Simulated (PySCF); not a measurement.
Calculation: B3LYP-D3(BJ)/def2-TZVP // r2SCAN-D4/def2-SVP (PySCF 2.14.0). Isolated molecules, 0 K electronic values unless said otherwise. B3LYP has the VWN-RPA correlation part, as in Gaussian. 

Reference species: [Ti(Cl)4] (neutral, multiplicity 1).

```yaml
coordination_number: 4
HOMO–LUMO gap: 5.35 eV
```

Changed species: [Ti(H)4] (4 of 4 Cl replaced by H; the reference has 0 of 4 Cl replaced by H).

Give the shifts of the coordination number and HOMO–LUMO gap.

the coordination number hardly moves; the HOMO–LUMO gap rises by 0.08 eV, to 5.43 eV.
